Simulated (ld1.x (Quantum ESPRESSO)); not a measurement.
**P (Z = 15): one change to a TM potential, before and after**

phosphorus, norm-conserving Troullier–Martins (Kleinman–Bylander form), made with ld1.x (Quantum ESPRESSO) 7.5 (PBE, scalar-relativistic). Core [Ne], reference 3s2 3p3. Waves: 3s (bound): rc 1.50 bohr; 3p (bound): rc 1.45 bohr. Local part: all-electron potential smoothed inside 1.35 bohr (lloc = -1). Core correction: Bessel-smoothed model core inside 1.50 bohr.

Change: wave 3s (bound): rc 1.50 bohr becomes 3s (bound): rc 2.18 bohr.

Cutoffs: the cutoffs (Ry, on a coarse ladder) from which the occupation-weighted sum of valence levels, in a spherical-Bessel basis at the reference potential, stays within 10 and 1 mRy of its value at 400 Ry; they do not see the model core or the augmentation charge, which bear on the density cutoff. Errors are all-electron minus pseudo energies relative to the spin-unpolarised reference configuration.

Question: Predict the effect on cutoff, ghosts and configuration errors.

Answer: The potential gets softer (35 Ry and 55 Ry → 18 Ry and 50 Ry); of the 7 tests that both files solve, the error grows in 6 and shrinks in 0 by more than 15 % and 0.3 meV (median size 7.8 → 11.9 meV); neither file shows a bound ghost. A larger radius leaves more room for a smooth pseudo-wave, so fewer plane waves are needed. More of the atom is replaced by a form fitted at one configuration, so other configurations suffer.

| quantity | base | changed |
| --- | --- | --- |
| cutoff, loose | 35 Ry | 18 Ry |
| cutoff, tight | 55 Ry | 50 Ry |
| loose cutoff by channel (10 mRy a level) | s 18 Ry, p 8 Ry | s 12 Ry, p 8 Ry |
| bound ghosts | none | none |
| error for 3s2 3p2, meV [ΔE 9.73 eV] | +3.4 | +5.7 |
| error for 3s2 3p1, meV [ΔE 28.88 eV] | +23 | +43 |
| error for 3s2 3p0, meV [ΔE 58.62 eV] | +74 | +162 |
| error for 3s2 3p2.5, meV [ΔE 3.77 eV] | +0.5 | +0.9 |
| error for 3s1 3p4, meV [ΔE 8.53 eV] | +0.8 | -12 |
| error for 3s1 3p3, meV [ΔE 18.85 eV] | +7.8 | -8.1 |
| error for 3s1 3p0, meV [ΔE 110.62 eV] | +222 | +289 |
